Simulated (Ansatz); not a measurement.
Consider the homolysis of the Br–C bond: `BrC(I)I` → Br• + `I[CH]I`•.

Gas-phase electronic energies from Ansatz, PBE0-D4/def2-TZVP geometries. CCSD(T)/CBS is the MP2 limit (def2-TZVPP, def2-QZVPP) plus CCSD(T) − MP2 in def2-TZVPP, frozen cores. DFT in def2-TZVPP. No spin–orbit coupling; open shells (•) take unrestricted orbitals. Spin–orbit coupling would lower the free atoms: clearly for Br. Elements past krypton have def2 core potentials. Bonds to Br, I are less sure, by a few kJ/mol each and by 10 to 20 or more in all where they break to atoms, as the def2 sets lack core-valence functions. Scalar relativity is left out up to krypton.

CCSD(T)/CBS gives +2.91 eV.

Another level gave +2.47 eV. Which?
A. MP2/def2-TZVPP
B. LDA (SPW92)/def2-TZVPP
C. LC-ωPBE/def2-TZVPP
D. CCSD/def2-TZVPP

C. LC-ωPBE 2.47, LDA (SPW92) 3.40, MP2/def2-TZVPP 3.09, CCSD/def2-TZVPP 2.51 eV.

Largest T1 diagnostic among the species: 0.016.

From r2SCAN to r2SCAN0 (25 % exact exchange), in def2-TZVPP and without D4, ΔE moves by −0.12 eV: exact exchange takes away binding that semilocal exchange gives to molecules. In def2-TZVPP, CCSD(T) changes the Hartree–Fock value by +1.45 eV (the triples alone add +0.17 eV) and MP2 by +1.86 eV; breaking electron pairs costs correlation energy, which Hartree–Fock lacks. The D4 term adds +0.18 eV with B3LYP and +0.09 eV with PBE0; it sums over pairs of atoms, weighted by their polarisabilities, and B3LYP, whose exchange is more repulsive, gets the larger term.

B3LYP here is the variant with VWN-RPA as its local correlation; programs differ in this.

CCSD(T)/CBS has its own doubt, a few kJ/mol and more with outer-core shells, so smaller differences from it don't rank the levels.
